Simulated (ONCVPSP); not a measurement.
# Configuration tests for lithium (ONCV)

| Quantity | Value |
| --- | --- |
| Element | Li |
| Generator | ONCVPSP 4.0.1 |
| Type | optimised norm-conserving Vanderbilt (ONCV) |
| Functional | PBE |
| Relativity | scalar-relativistic |
| Frozen core | none |
| Valence charge | 3 |
| Reference configuration | 1s2 (charge +1) |
| Partial waves | 1s: rc 0.70 bohr, ncon 4, nbas 8, qcut 20.7 1/bohr, 1 projector; p scattering state at 0.07 Ha: rc 0.55 bohr, ncon 4, nbas 9, qcut 16.4 1/bohr, 2 projectors, debl 3.4 Ha |
| Local potential | polynomial inside 0.40 bohr (lpopt 5, dvloc0 0 Ha) |
| Core correction | none |

Energies are relative to the spin-unpolarised reference configuration 1s2; without spin polarisation the order of configurations can differ from experiment.

Problem. Give the all-electron excitation energy and the error of the potential for: 1s2 2s1; 1s2 2s0.5; 1s2 2p1; 1s1 2s1.

Solution.

```csv
valence configuration,charge,ΔE all-electron (eV),error AE − PS (meV)
1s2 2s1,0,-5.296,-2.1
1s2 2s0.5,+0.5,-3.248,-1.5
1s2 2p1,0,-3.509,0.0
1s1 2s1,+1,63.111,+69
```

Levels in the configuration 1s2 2p1:

| level | all-electron (eV) | pseudo (eV) |
| --- | --- | --- |
| 1s | -53.360 | -53.360 |
| 2p | -1.564 | -1.564 |
